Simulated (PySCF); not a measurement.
Species: C2H6O2Si.
Bonds: C1–C2, C2–O3 (double), C2–O4, O4–Si5. Hydrogens: H6, H7, H8 on C1; H9, H10, H11 on Si5.

The same species was optimised twice, with GFN2-xTB and with PBE0-D3(BJ)/def2-SVP (PySCF), and the same property calculations (PySCF, gas phase) were run on both structures.

```csv
coordinate,GFN2-xTB,PBE0-D3(BJ)/def2-SVP,change
O4–Si5 (Å),1.663,1.720,+0.057
Si5–H9 (Å),1.456,1.487,+0.031
Si5–H10 (Å),1.458,1.486,+0.028
Si5–H11 (Å),1.458,1.486,+0.028
C2–O4 (Å),1.327,1.340,+0.013
C1–H6 (Å),1.088,1.100,+0.012
C1–H8 (Å),1.088,1.100,+0.012
C1–H7 (Å),1.086,1.095,+0.009
C1–C2 (Å),1.504,1.497,-0.007
C2=O3 (Å),1.201,1.206,+0.005
C2–O4–Si5 (°),122.9,115.9,-7.0
O4–Si5–H9 (°),97.5,102.7,+5.2
H9–Si5–H11 (°),114.0,110.4,-3.6
H9–Si5–H10 (°),114.0,110.4,-3.6
O4–Si5–H11 (°),109.2,110.6,+1.4
O4–Si5–H10 (°),109.2,110.5,+1.3
H6–C1–H8 (°),108.0,107.0,-1.0
O3–C2–O4 (°),122.2,121.3,-0.9
C1–C2–O4–Si5 (°),180,180,0
```

Rotational constants: A = 9889, B = 2544, C = 2099 MHz (GFN2-xTB) against A = 9986, B = 2559, C = 2116 MHz (PBE0-D3(BJ)/def2-SVP). Point groups within 0.08 Å: Cs and Cs.

On the GFN2-xTB structure: lowest singlet, TDDFT (eV) 5.86 [PBE0/def2-SVPD]; lowest triplet, Tamm–Dancoff (eV) 5.30 [PBE0/def2-SVPD]; isotropic polarisability (au) 56.7 [PBE0/def2-SVPD]; HOMO (eV) -8.23 [PBE0/def2-SVPD]; LUMO (eV) -0.03 [PBE0/def2-SVPD]; dipole (D) 1.94 [PBE0/def2-SVPD]; HOMO (eV) -8.13 [PBE0/pcSseg-1]; LUMO (eV) 0.11 [PBE0/pcSseg-1]; dipole (D) 1.85 [PBE0/pcSseg-1]; GIAO shielding of C1 (ppm) 162.8 [PBE0/pcSseg-1]; GIAO shielding of C2 (ppm) 10.1 [PBE0/pcSseg-1]; GIAO shielding of O3 (ppm) -132.9 [PBE0/pcSseg-1]; GIAO shielding of O4 (ppm) 150.8 [PBE0/pcSseg-1]; GIAO shielding of Si5 (ppm) 389.9 [PBE0/pcSseg-1].

Question: What do these properties become on the PBE0-D3(BJ)/def2-SVP structure?

Answer: 
| property | level | on GFN2-xTB | on PBE0-D3(BJ)/def2-SVP | change |
| --- | --- | --- | --- | --- |
| lowest singlet, TDDFT (eV) | PBE0/def2-SVPD | 5.86 | 5.86 | 0.00 |
| lowest triplet, Tamm–Dancoff (eV) | PBE0/def2-SVPD | 5.30 | 5.32 | +0.02 |
| isotropic polarisability (au) | PBE0/def2-SVPD | 56.7 | 58.1 | +1.4 |
| HOMO (eV) | PBE0/def2-SVPD | -8.23 | -8.34 | -0.11 |
| LUMO (eV) | PBE0/def2-SVPD | -0.03 | -0.14 | -0.11 |
| dipole (D) | PBE0/def2-SVPD | 1.94 | 1.76 | -0.18 |
| energy, GFN2-xTB geometry as zero (kcal/mol) | PBE0/def2-SVPD | 0.0 | -2.8 | -2.8 |
| HOMO (eV) | PBE0/pcSseg-1 | -8.13 | -8.25 | -0.12 |
| LUMO (eV) | PBE0/pcSseg-1 | 0.11 | -0.01 | -0.12 |
| dipole (D) | PBE0/pcSseg-1 | 1.85 | 1.68 | -0.17 |
| energy, GFN2-xTB geometry as zero (kcal/mol) | PBE0/pcSseg-1 | 0.0 | -2.4 | -2.4 |
| GIAO shielding of C1 (ppm) | PBE0/pcSseg-1 | 162.8 | 162.3 | -0.5 |
| GIAO shielding of C2 (ppm) | PBE0/pcSseg-1 | 10.1 | 6.5 | -3.6 |
| GIAO shielding of O3 (ppm) | PBE0/pcSseg-1 | -132.9 | -136.6 | -3.7 |
| GIAO shielding of O4 (ppm) | PBE0/pcSseg-1 | 150.8 | 132.9 | -17.9 |
| GIAO shielding of Si5 (ppm) | PBE0/pcSseg-1 | 389.9 | 386.2 | -3.7 |

The heavy atoms differ by 0.063 Å rms after alignment. Among all bonds O4–Si5 changes most (+0.057 Å). Changes are differences of the printed values. Neither structure is proved a minimum here.

The values belong to the conformer `[CH3:1][C:2](=[O:3])[O:4][SiH3:5]`: C1–C2–O4–Si5 180°.
